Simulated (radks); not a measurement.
Initial-state core-level shifts of the samarium ion Sm+ when its valence configuration changes from [Xe] 4f6 6s1. All-electron calculation, Dirac Kohn-Sham, LDA (Slater exchange, Perdew-Wang correlation), spin-unpolarised, spherical densities, point nucleus; open shells fill j = l - 1/2 first. Program: a radial shooting solver on a logarithmic mesh with Libxc functionals. Shifts are changes of the shell-averaged eigenvalues in eV (positive: less bound).

valence,2p,3s,4d,5p
4f6 6s0.5 6p0.5,-0.527,-0.520,-0.528,-0.531
4f5 6s0.5 6p1.5,-10.662,-11.595,-10.685,-6.426
4f5.5 5d0.5 6s1,-3.174,-3.634,-3.226,-1.373
4f7,+5.987,+6.556,+6.220,+3.768
4f6.5 6s0.5,+3.479,+3.813,+3.590,+2.129
4f5 6s2,-9.131,-10.068,-9.153,-4.959
4f5 6s1 6p1,-10.161,-11.095,-10.184,-5.947
4f3 6s1 6p3,-35.729,-39.348,-34.877,-18.693
4f5.5 6s1.5,-4.283,-4.711,-4.323,-2.404
